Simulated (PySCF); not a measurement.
## PBE on Mo⁶⁺ (molybdenum, charge +6)

Configuration: [Kr], closed-shell 1S. Calculation: PySCF 2.14, in an uncontracted even-tempered set (22 s from 0.14 bohr⁻², ratio 2.5; 15 p from 0.18 bohr⁻², ratio 2.5; 10 d from 0.33 bohr⁻², ratio 2.5; 5 f from 2.7 bohr⁻², ratio 2.7; 5 g from 4 bohr⁻², ratio 2.7); scalar relativity by spin-free X2C-1e.

```json
{
 "Total energy": "-4040.08 hartree",
 "One-electron energy": "-5459.01 hartree",
 "Hartree (Coulomb) energy": "1540.52 hartree",
 "Exchange-correlation energy": "-121.59 hartree",
 "⟨S²⟩": "0.0000",
 "⟨L²⟩": "0.000",
 "Sum of ⟨r⟩": "17.81 bohr",
 "Sum of ⟨r²⟩": "15.57 bohr²",
 "Time after the integrals": "2.4 s of wall time on 2 threads of Neoverse-V2 (shared host)"
}
```

```csv
shell,electrons,mean orbital energy (eV),"rms radius, mean of both spins (bohr)"
1s,2,-19879.1,0.0404
2s,2,-2883.0,0.167
2p,6,-2587.2,0.148
3s,2,-561.67,0.459
3p,6,-464.64,0.464
3d,10,-306.70,0.454
4s,2,-144.62,1.13
4p,6,-117.16,1.23
```

Densities and radii are taken from the X2C orbitals without a picture-change correction, which distorts them close to the nucleus.
